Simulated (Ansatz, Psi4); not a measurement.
Input for Psi4:
```
memory 2 GB

molecule mol {
0 1
  Cs   -0.000000   -0.000000   -0.680243
  Cl    0.000000    0.000000    2.200785
}

set basis def2-svp
set reference rks
set scf_type pk
set puream true
set d_convergence 1e-8
set dft_radial_points 99
set dft_spherical_points 590

energy('b3lyp5')
print_variables()
```

Convert this to an input for Ansatz (an electronic-structure program).

Several could match; the one computed here: 
Ansatz 0.2 input:
```yaml
crystal:
  periodic: [false, false, false]
  atoms:
    - {symbol: Cs, position_ang: [-0.00000000, -0.00000000, -0.68024263]}
    - {symbol: Cl, position_ang: [0.00000000, 0.00000000, 2.20078499]}
basis:
  gaussian:
    orbitals: def2-SVP
hamiltonian:
  xc: b3lyp5
accuracy: high
```

Both were run: Psi4 gave -480.211117 Eh and Ansatz -480.211116 Eh, 0.001 mEh apart.
